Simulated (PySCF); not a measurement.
# Hartree-Fock beside MP2: AlBClH2O anion

All numbers below are calculated, not measured. The program is PySCF 2.14.0, an open-source quantum chemistry code, run on an isolated molecule that a program drew, which may never have been made. The molecule is AlBClH2O anion (charge -1, singlet), drawn as the SMILES string `O=[B][AlH2-][Cl]`.

The geometry was optimised and harmonic frequencies were computed with HF and MP2, all in the aug-cc-pV(D+d)Z basis, for the commonest isotopes, with a restricted reference for singlets and an unrestricted one otherwise, and a frozen core in MP2. Each result is a local minimum of its method.

Geometry at the HF minimum:
```xyz
6
AlBClH2O anion, angstrom
O    -3.1926   -0.7162    1.2847
B    -2.8486    0.0406    0.4130
Al   -2.1597    1.3976   -1.1669
Cl   -3.9805    2.5009   -1.8967
H    -1.1269    2.4595   -0.5397
H    -1.5561    0.5329   -2.3817
```

Lengths of the bonds as drawn, in Å (atoms numbered as above):
| bond | HF | MP2 |
|---|---|---|
| O1-B2 | 1.205 | 1.240 |
| B2-Al3 | 2.194 | 2.178 |
| Al3-Cl4 | 2.251 | 2.251 |
| Al3-H5 | 1.609 | 1.609 |
| Al3-H6 | 1.609 | 1.609 |

Rotational constants, in GHz:
```
constant,HF,MP2
A,9.104,8.99
B,1.836,1.837
C,1.562,1.56
```

Harmonic frequencies in cm^-1, each column in rising order, so a row needn't be the same motion in every method:
| rank | HF | MP2 |
|---|---|---|
| 1 | 103 | 96 |
| 2 | 262 | 239 |
| 3 | 342 | 319 |
| 4 | 405 | 395 |
| 5 | 419 | 416 |
| 6 | 528 | 499 |
| 7 | 585 | 557 |
| 8 | 748 | ? |
| 9 | 820 | 782 |
| 10 | 1822 | 1791 |
| 11 | 1859 | 1809 |
| 12 | 1991 | 1836 |

**Estimate the missing MP2 frequency from the HF column.**

A single factor s that minimises the squared misfit of MP2 against s times HF over the other rows is sum(HF x MP2) / sum(HF^2) = 0.9570, with an rms misfit of 28 cm^-1. For rank 8 it gives 0.9570 x 748 = 716 cm^-1. The calculation gives 713 cm^-1, 3 cm^-1 below the estimate. The drawn bonds are on average 0.4 % longer in MP2 than in HF.
